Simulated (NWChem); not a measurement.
# NH$_{3}$SeO; SMILES [Se](O)N

```xyz
6

Se     0.4081     0.0040    -0.0059
O     -0.6997    -1.4742    -0.0714
H     -0.8812    -1.7076     0.8551
N     -0.6955     1.4668    -0.0072
H     -1.2782     1.5499     0.8209
H     -1.2514     1.5496    -0.8538
```
Atoms are numbered in this order, from 1.

Program: NWChem. Geometry: optimised at B3LYP/6-31G* (spherical d). Ions are spin-unrestricted doublets at the neutral geometry; other ion states weren't tried.

**Question.** Predict the results for BHandHLYP/def2-SVP. Quantities: vertical ionisation energy, ΔSCF (eV); −ε(HOMO) (eV).

**Answer.** 
```
Property                               Result
-------------------------------------  ------
vertical ionisation energy, ΔSCF (eV)    9.03
−ε(HOMO) (eV)                            7.54
```
